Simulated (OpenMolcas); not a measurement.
Pr4+: moving the ligands

Pr4+ with 8 ligands (fluoride) in square antiprismatic coordination (D4d) at 2.27 Å, a polar angle of 64.2° against the regular 57.3°. A charge of +0.5 e stands 2.8 Å behind each ligand. Ligand basis ANO-RCC-VDZP.

```yaml
Program: OpenMolcas 26.06
Method: "SS-CASPT2, IPEA 0.25 Eh, imaginary shift 0.1 Eh (closed shells correlated: 5s 5p and the ligand valence shells)"
Basis: ANO-RCC-VDZP [7s6p4d2f1g]
Scalar_Hamiltonian: DKH2, point nucleus
Active_space: 1 electron in 7 orbitals (4f)
State_averaging: 2S+1 = 2 odd, 7 roots
Spin-orbit_coupling: state interaction with AMFI integrals over the reference wave functions
```

Runs around this geometry, states. Energies in cm-1 above the lowest state or level, χT in cm3 K/mol.

```csv
R (Å),Ground state,First state of that spin,First gap with spin-orbit (degeneracies),Width of lowest J,χT at 300 K
2.23,2S+1 = 2,800,"610 (2, 2)",1244,0.592
2.27,2S+1 = 2,650,"590 (2, 2)",1184,0.611
2.32,2S+1 = 2,600,"580 (2, 2)",1186,0.618
```

Over all roots computed the reference weight is 0.66 in R = 2.23, 0.66 in R = 2.27, 0.66 in R = 2.32; a low but even weight reflects the number of correlated electrons. Splittings of an f shell from a small cluster at a set distance can be off by tens of per cent, mostly too small. No measured value stands beside these numbers; the geometry is a model, was not optimised and need not be the one that this ion takes.

A state without a sure symmetry label is named by its multiplicity alone.
